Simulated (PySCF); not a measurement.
GaH₇Si₂, SMILES [SiH3][GaH][SiH3].

Geometry optimised at ωB97X-D3(BJ)/def2-SVP.

Method: C-PCM-ωB97X/def2-SVP run with PySCF.

The values are the electrostatic part of the solvation free energy, E(continuum) − E(gas) at the gas-phase geometry, in a cavity of scaled van der Waals radii (PySCF's table); cavitation and dispersion terms are not included. A continuum can't describe solvent molecules that bind to the metal. In vacuum the orbital gap is 8.94 eV. The dipole moment in vacuum is 0.27 D.

Computed values in water (ε = 78.36), diethylether (ε = 4.24), N,N-dimethylformamide (ε = 37.22):
```tsv
solvent	ε	ΔG(elec) (kcal/mol)	dipole (D)	gap (eV)
water	78.36	-2.8	0.38	9.23
diethylether	4.24	-2.1	0.35	9.16
N,N-dimethylformamide	37.22	-2.7	0.37	9.23
```
